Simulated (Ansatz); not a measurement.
`BN[SiH](F)F` → `[BH2]`• + `[NH][SiH](F)F`• at 700 K and 1 bar (homolysis of the B–N bond).

Gas-phase electronic energies from Ansatz, PBE0-D4/def2-TZVP geometries. CBS: MP2 limit from def2 TZ/QZ plus the TZ coupled-cluster correction, frozen cores. This one scheme is used for every species. No spin–orbit coupling; open shells (•) take unrestricted orbitals. Each species was taken in one conformer, which may not be the lowest.

```
         species  CCSD(T)/CBS energy (Eh)  H − E (kJ/mol)  S (J/(mol·K))
   `BN[SiH](F)F`               -570.77155           212.1          441.6
        `[BH2]`•                -25.87431            63.2          226.2
`[NH][SiH](F)F`•               -544.65284           125.6          386.6
```

H − E and S are ideal-gas, rigid-rotor, harmonic terms from PBE0-D4/def2-TZVP, for one conformer and one mirror image of each species, with the whole ground term of open shells counted as degenerate. 1 Eh = 2625.50 kJ/mol, R = 8.31446 J/(mol·K).

Q: By hand: ΔE, ΔH, ΔS and ΔG.

A: ΔE = (-25.87431) + (-544.65284) − (-570.77155) = 0.24440 Eh = 641.7 kJ/mol. Δ(H − E) = 63.2 + 125.6 − 212.1 = -23.3, so ΔH = 618.4 kJ/mol. ΔS = 226.2 + 386.6 − 441.6 = 171.2 J/(mol·K). ΔG = 618.4 − 700 × (171.2)/1000 = 498.6 kJ/mol.

Q: By hand: the equilibrium constant, and the temperature at which ΔG would vanish if ΔH and ΔS stayed fixed.

A: log₁₀ K = −ΔG/(RT ln 10) = -37.2. ΔG = 0 at ΔH/ΔS = 3612 K, far beyond where these terms or the molecules hold.

The number of gas molecules changes by +1, which sets the sign of ΔS. A doubt of 5 kJ/mol in ΔE shifts log₁₀ K by 0.4 here. Other conformers and mirror images would add mixing entropy, several J/(mol·K) or more a flexible species. Modes under 60 cm⁻¹, often nearly free rotors, make the harmonic entropy too high. These are equilibria of isolated gas molecules and say nothing of rates. Largest T1 diagnostic: 0.012 (customary marks: 0.02 for closed shells, 0.045 for open ones).
